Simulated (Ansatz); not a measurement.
Basis-set extrapolation for C2H6B2FN (`BC1(F)NB1C`) (PBE0-D4/def2-TZVP geometry, frozen core, Ansatz 0.2.0). Multiplicity 1, RHF reference.

|  | def2-TZVPP | def2-QZVPP |
| --- | --- | --- |
| HF | -282.560175 | -282.572976 |
| MP2 correlation | -1.000485 | -1.072751 |
| CCSD(T) correlation | -1.078269 | not run |

Energies in hartree. Use E(X) = E(∞) + A·exp(−7.88·√X) for Hartree–Fock and E(X) = E(∞) + B·X^(−2.97) for correlation, with X = 3 and 4, and add CCSD(T) minus MP2 of the smaller set to the MP2 limit.

Q: What is the CCSD(T) energy at the basis-set limit?

A: HF limit: -282.572976 + (-0.012801) × 0.13774 = -282.57474. MP2 limit: -1.072751 + (-0.072266) × 0.74074 = -1.12628. Higher-order term: -1.078269 − (-1.000485) = -0.07778. Total: -283.77880 hartree, 88.1 kcal/mol below CCSD(T)/def2-TZVPP.
